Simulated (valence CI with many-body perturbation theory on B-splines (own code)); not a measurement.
**Level structure of Ir⁷²⁺**

Level of theory: valence CI with perturbative core correlation (CI+MBPT): three valence electrons over a frozen Dirac-Fock core [He], a basis of 11 s, 11 p, 10 d, 8 f, 5 g, 2 h functions for each j, with the one-electron correlation potential Σ1 (screened to all orders), the two-electron term Σ2, the three-electron term Σ3, Breit, model QED; selected single and double excitations, second order for the rest, scaled by the run's own slope (own B-spline code, finite nucleus).

No measured spectrum was set against this ion. As an estimate, large intervals hold to a few tenths of a per cent, small ones and those within an open d or f shell to about a per cent.

Levels 46 to 90 of 165, with energies above the lowest level, (2s^2 2p1/2) J=1/2. "Leading %" is the weight of the configuration and term that name the level; weights of strongly mixed levels are sums over their largest components and can fall short, so below about 35 % the name and the second component can differ from the true leading terms, or belong to a minority configuration. In the jj column 3d3/2^4 stands for four electrons in 3d with j = 3/2. Lifetimes count E1, E2, E3, M1 and M2 decay at the calculated energies, and are blank where another channel may lead or the interval is too uncertain; long ones can be off by a factor of two.

```tsv
No.	Configuration	Term	J	E (eV)	Leading %	g	Lifetime	Second component	Leading jj
46	2s2p3s	²P°	1/2	13733	90	0.825	2.15 fs	10 % 2s2p3s ⁴P°	2s 2p3/2 3s (100 %)
47	2s2p3p	⁴P	3/2	13734	46	1.617	4.70 fs	27 % 2s2p3p ⁴S	2s 2p3/2 3p1/2 (100 %)
48	2s2p3p	²D	5/2	13736	44	1.298	1.82 fs	38 % 2s2p3p ⁴D	2s 2p3/2 3p1/2 (100 %)
49	2s2p3s	²P°	3/2	13741	82	1.372	4.32 fs	17 % 2s2p3s ⁴P°	2s 2p3/2 3s (99 %)
50	2s2p3p	²P	1/2	13828	47	1.260	1.80 fs	22 % 2s2p3p ²S	2s 2p3/2 3p1/2 (99 %)
51	2s2p3p	²D	3/2	13830	61	0.963	2.72 fs	20 % 2s2p3p ²P	2s 2p3/2 3p1/2 (99 %)
52	2p²3s	⁴P	3/2	13939	87	1.644	5.05 fs	11 % 2p²3s ²P	2p1/2 2p3/2 3s (99 %)
53	2p²3s	²P	1/2	13950	66	1.287	2.48 fs	33 % 2p²3s ⁴P	2p1/2 2p3/2 3s (98 %)
54	2p²3s	²D	5/2	13957	65	1.300	4.60 fs	34 % 2p²3s ⁴P	2p1/2 2p3/2 3s (99 %)
55	2p²3s	²D	3/2	13966	64	0.948	2.61 fs	34 % 2p²3s ²P	2p1/2 2p3/2 3s (99 %)
56	2p²3p	⁴P°	1/2	14009	49	1.728	1.05 fs	28 % 2p²3p ⁴D°	2p1/2 2p3/2 3p1/2 (100 %)
57	2p²3p	⁴D°	3/2	14015	55	1.120	1.04 fs	23 % 2p²3p ²D°	2p1/2 2p3/2 3p1/2 (100 %)
58	2p²3p	²F°	5/2	14028	50	1.034	1.04 fs	30 % 2p²3p ²D°	2p1/2 2p3/2 3p1/2 (100 %)
59	2p²3p	²P°	3/2	14079	43	1.296	1.16 fs	25 % 2p²3p ²D°	2p1/2 2p3/2 3p1/2 (99 %)
60	2s2p3p	⁴D	7/2	14229	100	1.397	160 fs		2s 2p3/2 3p3/2 (100 %)
61	2s2p3p	²P	3/2	14241	55	1.473	2.25 fs	32 % 2s2p3p ⁴S	2s 2p3/2 3p3/2 (100 %)
62	2s2p3p	⁴P	5/2	14262	52	1.384	2.42 fs	43 % 2s2p3p ²D	2s 2p3/2 3p3/2 (100 %)
63	2s2p3p	²S	1/2	14267	48	1.348	1.32 fs	38 % 2s2p3p ²P	2s 2p3/2 3p3/2 (99 %)
64	2s2p3d	⁴D°	5/2	14305	44	1.212	500 as	22 % 2s2p3d ²D°	2s 2p3/2 3d3/2 (99 %)
65	2s2p3d	⁴D°	3/2	14312	43	1.307	460 as	40 % 2s2p3d ⁴P°	2s 2p3/2 3d3/2 (100 %)
66	2s2p3d	⁴F°	7/2	14314	45	1.191	535 as	42 % 2s2p3d ²F°	2s 2p3/2 3d3/2 (98 %)
67	2s2p3d	⁴P°	1/2	14318	82	2.145	518 as	15 % 2s2p3d ⁴D°	2s 2p3/2 3d3/2 (100 %)
68	2s2p3p	²D	5/2	14334	72	1.251	2.88 fs	16 % 2s2p3p ⁴D	2s 2p3/2 3p3/2 (100 %)
69	2s2p3p	²P	3/2	14354	57	1.219	3.16 fs	29 % 2s2p3p ²D	2s 2p3/2 3p3/2 (100 %)
70	2s2p3p	²S	1/2	14358	60	1.718	32.9 fs	20 % 2s2p3p ²P	2s 2p3/2 3p3/2 (100 %)
71	2s2p3d	²D°	3/2	14399	62	0.909	506 as	15 % 2s2p3d ⁴P°	2s 2p3/2 3d3/2 (92 %)
72	2s2p3d	²F°	5/2	14406	68	0.921	528 as	16 % 2s2p3d ²D°	2s 2p3/2 3d3/2 (99 %)
73	2s2p3d	²P°	1/2	14416	70	0.597	437 as	24 % 2s2p3d ⁴D°	2s 2p3/2 3d3/2 (98 %)
74	2s2p3d	⁴F°	9/2	14422	100	1.305	3.62 ps		2s 2p3/2 3d5/2 (100 %)
75	2s2p3d	²D°	5/2	14449	41	1.303	588 as	34 % 2s2p3d ⁴P°	2s 2p3/2 3d5/2 (99 %)
76	2s2p3d	⁴D°	7/2	14456	50	1.265	389 as	43 % 2s2p3d ²F°	2s 2p3/2 3d5/2 (97 %)
77	2s2p3d	²P°	3/2	14466	42	1.153	563 as	40 % 2s2p3d ²D°	2s 2p3/2 3d5/2 (90 %)
78	2s2p3d	²P°	1/2	14484	82	0.789	524 as	7 % 2s2p3d ⁴D°	2s 2p3/2 3d5/2 (95 %)
79	2s2p3d	²F°	7/2	14527	55	1.183	1.42 fs	14 % 2p²3p ²F°	2s 2p3/2 3d5/2 (80 %)
80	2p²3p	⁴D°	5/2	14530	51	1.391	1.70 fs	32 % 2p²3p ⁴P°	2p1/2 2p3/2 3p3/2 (96 %)
81	2p²3p	²P°	1/2	14537	37	1.543	1.71 fs	29 % 2p²3p ⁴P°	2p1/2 2p3/2 3p3/2 (97 %)
82	2p²3p	²D°	3/2	14543	48	1.140	1.44 fs	17 % 2p²3p ⁴P°	2p1/2 2p3/2 3p3/2 (89 %)
83	2s2p3d	²D°	5/2	14548	56	1.159	396 as	15 % 2s2p3d ²F°	2s 2p3/2 3d5/2 (88 %)
84	2s2p3d	²P°	3/2	14553	64	1.231	568 as	9 % 2s2p3d ²D°	2s 2p3/2 3d5/2 (91 %)
85	2p²3p	²F°	7/2	14554	51	1.198	2.23 fs	28 % 2p²3p ⁴D°	2p1/2 2p3/2 3p3/2 (79 %)
86	2p²3p	⁴S°	3/2	14569	33	1.413	1.81 fs	27 % 2p²3p ²D°	2p1/2 2p3/2 3p3/2 (100 %)
87	2p²3p	²D°	5/2	14582	61	1.161	1.41 fs	14 % 2p²3p ²F°	2p1/2 2p3/2 3p3/2 (92 %)
88	2p²3d	⁴F	3/2	14593	43	0.917	1.52 fs	26 % 2p²3d ²P	2p1/2 2p3/2 3d3/2 (100 %)
89	2p²3d	⁴F	5/2	14594	52	0.950	3.93 fs	39 % 2p²3d ²F	2p1/2 2p3/2 3d3/2 (100 %)
90	2p²3d	⁴D	1/2	14601	79	0.250	2.76 fs	15 % 2p²3d ²P	2p1/2 2p3/2 3d3/2 (100 %)
```
